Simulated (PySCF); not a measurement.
# Telling isomers of C₃H₆F₂O₃Si apart by NMR

Fast rotation and ring inversion assumed for equivalent nuclei, in vacuum, relativity neglected, a single conformation. GIAO PBE0/pcSseg-1 shieldings; structure optimised with GFN2-xTB; PySCF 2.14.0 with density-fitted response routines.

References, each an isolated molecule treated in the same way: 1H (31.72 ppm), 13C (186.93 ppm) against TMS. Splittings of carbon signals by F and P are missing where no couplings were computed. Where no couplings were computed, multiplicities follow the n + 1 count of equivalent neighbours, and m marks all less simple cases (inequivalent or close neighbours, rings, F or P nearby). Shifts are as computed. Against solution values, carbons near 30 ppm lie about +3 ppm off and those near 130 ppm about +5 ppm. Of 1309 compounds with measured shifts, 239 miss one by over three times the rms of a fit or turn the order of signals round; such compounds aren't used in these exercises. OH and NH positions are gas-phase values without hydrogen bonding to other molecules.

(1) Tabulate the signals of `FC(F)O[C@@H]1O[C@@H]1O[SiH3]`, `C=C(O[SiH2]O)OC(F)F` and their relative energies.

(2) What is the quickest way to tell FC(F)O[C@@H]1O[C@@H]1O[SiH3] from C=C(O[SiH2]O)OC(F)F?

## Answers

(1) 
```tsv
SMILES	carbon types	δC	δH	E rel. (kcal/mol)
FC(F)O[C@@H]1O[C@@H]1O[SiH3]	3×CH	124.2, 76.0, 75.2	6.71 (m, 1H), 4.95 (s, 3H), 4.56 (m, 1H), 4.41 (m, 1H)	47.3
C=C(O[SiH2]O)OC(F)F	1×C 1×CH 1×CH2	164.3, 121.2, 70.2	6.57 (m, 1H), 4.86 (s, 2H), 3.96 (br s, 1H), 3.61 (br s, 1H), 2.71 (br s, 1H)	0.0
```

Energies are electronic energies at PBE0/pcSseg-1 on these geometries, without zero-point or thermal terms, each for the one conformer computed, which needn't be the lowest.

(2) Both give the same number of carbon signals, but DEPT or the intensities differ. The first has an epoxide ring carbon (CH) at 75.2 ppm, the second an alkene carbon bearing oxygen (C) at 164.3 ppm. Their most deshielded carbons lie at 124.2 and 164.3 ppm.
